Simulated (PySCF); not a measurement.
## PySCF run on LiGa

Input:

```python
from pyscf import gto, scf, cc

mol = gto.M(
    atom='Li 0 0 0; Ga 0 0 2.241',
    basis='ano-rcc-vdzp',
    charge=0,
    spin=0,
    verbose=4,
)
mf = scf.RHF(mol)
mf = mf.sfx2c1e()
mf.kernel()
mycc = cc.CCSD(mf, frozen=9)
mycc.kernel()
mycc.ccsd_t()
mf.dip_moment()
print('orbital energies (hartree):', mf.mo_energy[..., max(0, mol.nelec[1]-3):mol.nelec[0]+3].round(4))
```

```bash
$ OMP_NUM_THREADS=1 python input.py
```

Output (some set-up lines and the per-cycle HOMO/LUMO lines with their warnings removed):

```
PySCF version 2.14.0

[INPUT] verbose = 4
[INPUT] num. atoms = 2
[INPUT] num. electrons = 34
[INPUT] charge = 0
[INPUT] spin (= nelec alpha-beta = 2S) = 0
[INPUT] symmetry False subgroup None
[INPUT] Mole.unit = angstrom
[INPUT] Symbol           X                Y                Z      unit          X                Y                Z       unit  Magmom
[INPUT]  1 Li     0.000000000000   0.000000000000   0.000000000000 AA    0.000000000000   0.000000000000   0.000000000000 Bohr   0.0
[INPUT]  2 Ga     0.000000000000   0.000000000000   2.241000000000 AA    0.000000000000   0.000000000000   4.234876245150 Bohr   0.0

nuclear repulsion = 21.9605000515663
number of shells = 6
number of NR pGTOs = 187
number of NR cGTOs = 41
basis = ano-rcc-vdzp
ecp = {}

******** <class 'pyscf.x2c.sfx2c1e.sfX2C1eRHF'> ********
method = sfX2C1eRHF
initial guess = minao
damping factor = 0
level_shift factor = 0
DIIS = <class 'pyscf.scf.diis.CDIIS'>
diis_start_cycle = 1
diis_space = 8
diis_damp = 0
SCF conv_tol = 1e-09
SCF conv_tol_grad = None
SCF max_cycles = 50
direct_scf = True
direct_scf_tol = 1e-13

******** <class 'pyscf.x2c.sfx2c1e.SpinFreeX2CHelper'> ********
approx = 1e
xuncontract = 1
Set gradient conv threshold to 3.16228e-05
Initial guess from minao.
init E= -1949.62042995177
cycle= 1 E= -1949.55126654845  delta_E= 0.0692  |g|= 0.166  |ddm|= 1.37
cycle= 2 E= -1949.58039132237  delta_E= -0.0291  |g|= 0.148  |ddm|= 0.741
cycle= 3 E= -1949.58322025537  delta_E= -0.00283  |g|= 0.035  |ddm|= 0.0862
cycle= 4 E= -1949.58413961656  delta_E= -0.000919  |g|= 0.0147  |ddm|= 0.107
cycle= 5 E= -1949.58443787282  delta_E= -0.000298  |g|= 0.00154  |ddm|= 0.0959
cycle= 6 E= -1949.58444304103  delta_E= -5.17e-06  |g|= 0.000138  |ddm|= 0.0144
cycle= 7 E= -1949.58444305919  delta_E= -1.82e-08  |g|= 1.78e-05  |ddm|= 0.00107
cycle= 8 E= -1949.58444305967  delta_E= -4.83e-10  |g|= 4.19e-06  |ddm|= 0.000169
Extra cycle  E= -1949.5844430597  delta_E= -2.84e-11  |g|= 1.88e-06  |ddm|= 2.94e-05
converged SCF energy = -1949.5844430597

******** <class 'pyscf.cc.ccsd.CCSD'> ********
CC2 = 0
CCSD nocc = 8, nmo = 32
frozen orbitals 9
max_cycle = 50
direct = 0
conv_tol = 1e-07
conv_tol_normt = 1e-05
diis_space = 6
diis_start_cycle = 0
diis_start_energy_diff = 1e+09
Init t2, MP2 energy = -1949.85268449387  E_corr(MP2) -0.268241434175253
Init E_corr(CCSD) = -0.268241434179147
cycle = 1  E_corr(CCSD) = -0.246182347990533  dE = 0.0220590862  norm(t1,t2) = 0.079366
cycle = 2  E_corr(CCSD) = -0.259481176894721  dE = -0.0132988289  norm(t1,t2) = 0.0499145
cycle = 3  E_corr(CCSD) = -0.26018680252469  dE = -0.00070562563  norm(t1,t2) = 0.0345425
cycle = 4  E_corr(CCSD) = -0.264508373647596  dE = -0.00432157112  norm(t1,t2) = 0.0189712
cycle = 5  E_corr(CCSD) = -0.264455002100967  dE = 5.33715466e-05  norm(t1,t2) = 0.00933354
cycle = 6  E_corr(CCSD) = -0.263880400617262  dE = 0.000574601484  norm(t1,t2) = 0.00523444
cycle = 7  E_corr(CCSD) = -0.264273971736637  dE = -0.000393571119  norm(t1,t2) = 0.00327568
cycle = 8  E_corr(CCSD) = -0.264299648179591  dE = -2.5676443e-05  norm(t1,t2) = 0.00116947
cycle = 9  E_corr(CCSD) = -0.264260331006993  dE = 3.93171726e-05  norm(t1,t2) = 0.000421345
cycle = 10  E_corr(CCSD) = -0.264280846084719  dE = -2.05150777e-05  norm(t1,t2) = 0.000172185
cycle = 11  E_corr(CCSD) = -0.264281775670287  dE = -9.29585568e-07  norm(t1,t2) = 5.9815e-05
cycle = 12  E_corr(CCSD) = -0.264283732104164  dE = -1.95643388e-06  norm(t1,t2) = 2.07447e-05
cycle = 13  E_corr(CCSD) = -0.264284331527241  dE = -5.99423077e-07  norm(t1,t2) = 1.00331e-05
cycle = 14  E_corr(CCSD) = -0.264283852095173  dE = 4.79432068e-07  norm(t1,t2) = 4.56226e-06
cycle = 15  E_corr(CCSD) = -0.264283746438023  dE = 1.0565715e-07  norm(t1,t2) = 2.3521e-06
cycle = 16  E_corr(CCSD) = -0.264283670553009  dE = 7.58850131e-08  norm(t1,t2) = 1.47072e-06
CCSD converged
E(CCSD) = -1949.84872673025  E_corr = -0.2642836705530095
CCSD(T) correction = -0.00605234708169032
Dipole moment(X, Y, Z, Debye):  0.00000,  0.00000, -3.28821
orbital energies (hartree): [-1.1379 -0.4451 -0.1772  0.0163  0.0163  0.0342]
```

In short: E(SCF) = -1949.584443 Eh, 8 cycles, E(CCSD) − E(SCF) = -0.26428 Eh, (T) = -0.00605 Eh, μz(SCF) = -3.29 D.

Run time: 4.1 s on 1 thread of Arm Neoverse V1 (shared host).

Stability towards an unrestricted solution was not tested. The bond length is a typed value, not an optimised one.
